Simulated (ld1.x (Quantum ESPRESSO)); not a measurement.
Values are calculated unless marked as measured or tabulated.
**Potentials for Rh compared**

Generated with ld1.x 7.5 (TM, RRKJ, ultrasoft, PAW), atompaw 4.2 or ONCVPSP 4.0.1. The cutoff is in Ry: for ld1.x and atompaw files where the sum of valence levels is converged to 10 mRy in a Bessel basis, for ONCV files where the hardest occupied wave has 1 mHa per electron of residual kinetic energy. The error is the largest all-electron minus pseudo excitation energy over each file’s own four to seven test configurations (ionisations up to +4, promotions, holes and added fractions of an electron), all of which were solved. The labels leave out finer settings (local radius, basis sizes, second energies), which also bear on the numbers. Spin-polarised tests are not counted. The rows are a selection from randomly drawn settings: files with unsolved tests, undetermined cutoffs or missed reference levels are left out.

```tsv
potential	cutoff (Ry)	largest error (meV)	bound ghosts
TM, PBE, scalar-relativistic, rc 1.70/1.30/1.90 (spd), local p, core correction yes, reference 4s2 4p6 4d7 5s0 5p0	80	+709	none
TM, PBEsol, scalar-relativistic, rc 2.75/3.35/1.20 (spd), local s, core correction no, reference 4d8 5s0.75 5p0.25	70	-1315	none
TM, PBE, scalar-relativistic, rc 1.80/2.50/1.20 (spd), local smoothed, core correction no, reference 4d7.5 5s0 5p0	70	-242	none
TM semilocal, PBE, scalar-relativistic, rc 2.60/3.65/1.35 (spd), local d, core correction yes, reference 4d8 5s1 5p0	60	-294	none
ultrasoft, PBEsol, scalar-relativistic, rc 2.50/3.05/2.15 (spd), local smoothed, core correction yes, reference 4d8 5s0.75 5p0	21	-52	none
```

(1) Fill in the row for Rh: TM, PBE, scalar-relativistic, rc 2.00/1.65/2.10 (spd), local s, core correction yes, reference 4p6 4d8 5s0.5 5p0.

## Answers

(1) cutoff 50 Ry, largest error -642 meV, bound ghosts: none.
